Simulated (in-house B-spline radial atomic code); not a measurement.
Pd. Computed with a B-spline radial atomic code. Model: non-relativistic spherical atom: semilocal Troullier-Martins pseudo-atom, one channel per l, against all electrons, high spin, G0W0 and RPA with empty states to l = 8, local potential for every l without a channel, a model core (radius 0 = none) keeps its share of the functional.

Without relativity these are model numbers for so heavy an element.

What the tables leave out is listed at the end.

The pseudopotential gives back the lowest level of each angular momentum of its own functional in the configuration it was made in; a second state of the same l is only approximately right. Exact exchange, RPA and GW see the smooth pseudo-orbitals and miss the exchange with the core, for which the functional's share stands in. The column with an uncorrelated core keeps all orbitals and exact exchange, and so separates missing core correlation from pseudisation. Only the three outermost levels and the lowest empty one were computed. RPA here is direct RPA, with no exchange kernel, and its energies carry an (l + 1/2)⁻⁴ tail. A hybrid on a potential with a model core restores only its own semilocal share of the core's exchange.

Command:
```bash
python run_psgw.py task.json out
```
Settings (lengths in bohr, energies in hartree):
```
Z                      46
electrons              46
configuration          [Kr] 4d10
generated_in           [Kr] 4d10
functional             pbe,pbe
core_shells            6
radius_factor          0.9
core_correction        True
```

Run time, properties included: 34 s on 1 thread of Arm Neoverse N1, on a shared host.

Given: made with PBE; model core radius 0.628 bohr; local radius 0.823 bohr; mean-field start PBE0.

Valence shells of the generating configuration: 4s, 4p, 4d.

Channel: s 0.794, p 0.826, d 0.986 (radii in bohr).

Computed: largest level miss in the spin-unpolarised generating configuration 0.002 eV; valence RPA correlation energy all-electron orbitals -1.1298 hartree; valence RPA correlation energy pseudo -1.1744 hartree; pseudo-atom RPA polarisability 18.349 bohr³.

```tsv
level	occupied	mean-field all-electron (eV)	mean-field pseudo minus all (eV)	G0W0 all-electron (eV)	G0W0 uncorrelated core minus all (eV)	G0W0 pseudo minus all (eV)	exchange self-energy all-electron (eV)	exchange self-energy pseudo (eV)
4d	1	-5.5093	-0.03	-8.4515	0.085	-0.129	-31.393	-28.12
5s (empty)	0	-1.8034	-0.012	-0.28544	0.016	0.006	-1.9847	-1.6682
```

Question: What is the all-electron RPA polarisability, core included?

Answer: 18.522 bohr³.

Among the listed levels the largest G0W0 shift of the pseudo-atom is -0.13 eV, for 4d on the PBE0 start, while leaving the core uncorrelated moves that level by +0.09 eV. The rest, -0.21 eV, comes from pseudisation and the lost core exchange. Not in the tables (levels of low weight, unsolved or above zero; the highest and the empty levels are kept at any weight): on PBE, a start not tabulated, the G0W0 levels 4d (pseudo minus all -0.07 eV, weights 0.55 and 0.56), 4p (pseudo minus all -3.02 eV, weights 0.14 and 0.04), 4s (pseudo minus all +5.40 eV, weights 0.02 and -0.00), 5s (pseudo minus all -0.05 eV, weights 0.87 and 0.87); on PBE0 the G0W0 levels 4p (pseudo minus all -27.30 eV, weights 0.01 and 0.12), 4s (pseudo minus all +1.35 eV, weights 0.04 and 0.02); no Hartree-Fock pseudo-atom is run with a model core.
